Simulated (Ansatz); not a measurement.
## GaHCl2O (SMILES [OH][Ga]([Cl])[Cl]): methods side by side

The species is GaHCl2O (5 atoms), meant as a singlet with charge 0. As SMILES, `[OH][Ga]([Cl])[Cl]`. Geometry: optimised at PBE0/def2-SVP.

```xyz
5

O     0.2542    1.3550    0.2457
Ga    0.1171   -0.3940    0.0554
Cl    1.5060   -1.6389    1.0623
Cl   -1.4141   -1.2449   -1.1609
H    -0.4133    1.8492   -0.2438
```

Each level gives the dissociation energy of the Cl3–Ga2 bond into doublet Cl and doublet GaHClO (shapes relaxed at PBE0/def2-SVP, no zero-point term) (eV). The values are calculated.

```csv
level,kind,program,value (eV),less CCSD(T)/def2-SVP,CPU time (all runs)
SVWN5/def2-SVP,LDA,Ansatz,4.99,+0.72,3.8 s
BLYP/def2-SVP,GGA,Ansatz,4.06,-0.21,7.8 s
PBE/def2-SVP,GGA,Ansatz,4.34,+0.07,7 s
PBE0-D4/def2-SVP,global hybrid,Ansatz,4.41,+0.14,10 s
CAM-B3LYP/def2-SVP,range-separated hybrid,Ansatz,4.29,+0.02,12 s
wB97M-V/def2-SVP,range-separated hybrid,Ansatz,4.49,+0.22,47 s
B2PLYP/def2-SVP,double hybrid,Ansatz,4.27,0.00,16 s
RPA@PBE/def2-SVP,RPA,Ansatz,3.81,-0.46,12 s
MP2/def2-SVP,perturbation theory,Ansatz,4.41,+0.14,4.4 s
CCSD(T)/def2-SVP,coupled cluster or CI,Ansatz,4.27,0.00,25 s
```

Differences are taken from CCSD(T)/def2-SVP for orientation; it has basis-set and higher-order errors of its own. All-electron rows without a relativistic Hamiltonian named are non-relativistic. The values span 3.81 to 4.99 eV. Measured bond enthalpies also hold zero-point and thermal terms, a few tenths of an eV less. In the correlated wave-function rows the outer d shell of Ga is correlated, in sets not made for it. In so small a basis fixed costs decide the times, and correlated methods can beat functionals. Times are those of the runs behind each value, whatever else they computed, on shared processors of several kinds: orders of magnitude only.
